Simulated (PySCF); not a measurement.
Ti(Cl)(OH)3 (ClH3O3Ti), SMILES [OH][Ti]([Cl])([OH])[OH], multiplicity 1.

The structure is a stationary point at r2SCAN-D4/def2-SVP. The multiplicity is an assumed one; no other spin state was optimised. The structure was generated by enumeration; whether it is a known compound was not checked. The values are those of a single conformer.

Two levels are set side by side: PBE/def2-TZVP (PySCF) and ωB97X/def2-TZVP (PySCF). Same geometry, gas phase. Differences are taken from unrounded values.

| quantity | PBE |
|---|---|
| orbital gap (eV) | 4.41 |
| highest occupied level (eV) | -7.17 |
| lowest empty level (eV) | -2.76 |
| dipole moment (D) | 3.57 |
| mean polarisability (bohr³) | 60.5 |

**Question.** These are the PBE values. What does ωB97X give? (The exact figures need the calculation; the answer reports its results.)

**Answer.** 
```csv
quantity,ωB97X,PBE minus ωB97X
orbital gap (eV),11.41,-7.00
highest occupied level (eV),-11.05,3.88
lowest empty level (eV),0.37,-3.12
dipole moment (D),3.72,-0.15
mean polarisability (bohr³),56.6,3.9
```

Without exact exchange PBE keeps part of each electron's self-repulsion, which lifts occupied levels and narrows the gap. PBE's more diffuse valence density responds more strongly to a field. Differences between two approximate levels are no errors against the true value.

Rough cost on one machine, each run with all the roots and properties that it gave: ωB97X against PBE within a factor of 2.
